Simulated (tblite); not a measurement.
C3H4N (SMILES C=CC#[NH+]), charge +1, singlet, at a GFN2-xTB geometry; GFN1-xTB with ALPB(water) run with tblite 0.6.0.

Input for tblite:
```
$ tblite run mol.xyz --method gfn1 --charge 1 --spin 0 --alpb water --json tblite.json --no-restart

# file mol.xyz
8

C     -0.13930086    -1.72220304    -0.00331162
C      0.57724377    -0.58890365     0.00775267
C      0.02427587     0.66938864     0.00086248
H     -1.21884580    -1.72593657    -0.01866445
H      0.35480287    -2.68162891     0.00297254
H      1.66504596    -0.59122777     0.02321822
N     -0.40145166     1.73938060    -0.00436401
H     -0.76415412     2.67343734    -0.00879940
```

**Question.** What does tblite print? Leave out banner, timings and long lists.

**Answer.** 
```
xTB calculator
 | screened Coulomb repulsion
 | Coulomb electrostatics
 |  * isotropic Klopman-Ohno-Mataga-Nishimoto electrostatics
 |  * onsite third-order electrostatics
 | DFT-D3(BJ) dispersion correction
 | Interactions (3)
 | [1] alpb/gbsa reaction field model
 | [2] cds contribution to solvation
 | [3] empirical free energy shift and standard state/solvent correction

halogen bonding energy    0.0000000000000E+00 Eh
repulsion energy          2.4620191760808E-01 Eh
dispersion energy        -1.9958128096799E-03 Eh
interaction energy        1.3933960716560E-03 Eh
number of electrons       2.0000000000000E+01 e
integral cutoff           1.9731147476801E+01 bohr

------------------------------------------------------------
  cycle        total energy    energy error   density error
------------------------------------------------------------
      1     -11.17675580393  -1.1422355E+01   6.1837393E-01
      2     -11.21779177284  -4.1035969E-02   3.5850161E-01
      3     -11.21218275290   5.6090199E-03   1.6595519E-01
      4     -11.22579161232  -1.3608859E-02   1.0697333E-02
      5     -11.22585301407  -6.1401745E-05   2.7625278E-03
      6     -11.22585372866  -7.1459464E-07   6.4226720E-04
      7     -11.22585406200  -3.3333480E-07   1.5649538E-04
      8     -11.22585406884  -6.8424590E-09   5.7015020E-05
      9     -11.22585407431  -5.4699090E-09   2.1252316E-06
------------------------------------------------------------

electronic energy        -1.1471453575179E+01 Eh
total energy             -1.1225854074309E+01 Eh

Post processing:
 | Mayer-Wiberg bond orders

[Info] JSON dump of results written to 'tblite.json'
```
